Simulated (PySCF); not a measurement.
Sn(H)(PH2)3 (H7P3Sn), SMILES [PH2][SnH]([PH2])[PH2]. Heavy atoms are numbered as in [SnH:1]([PH2:2])([PH2:3])[PH2:4]. Hydrogens are named by the atom that carries them.

Geometry optimised at B3LYP-D3(BJ)/def2-SVP. The structure was generated by enumeration; whether it is a known compound was not checked. The def2 effective core potentials stand for the cores of Sn; spin–orbit coupling is left out. The values are those of a single conformer.

Method: PySCF with M06-2X/def2-TZVP.

ESP charges are fitted to the potential on shells at 1.4 to 2.0 van der Waals radii. Atomic charges (e), one atom of each kind:

| atom | Mulliken | ESP fit | Löwdin |
|---|---|---|---|
| Sn1 (SnH) | ? | 0.46 | 0.01 |
| P2 (PH2) | ? | -0.31 | -0.02 |
| H on Sn1 | ? | -0.09 | -0.07 |
| H on P2 | ? | 0.08 | 0.02 |

Q: What belongs in the gaps? (Estimate from the structure and the level; the computed values follow.)

A: 
- Sn1 (SnH), Mulliken: 0.42
- P2 (PH2), Mulliken: -0.31
- H on Sn1, Mulliken: -0.03
- H on P2, Mulliken: 0.09
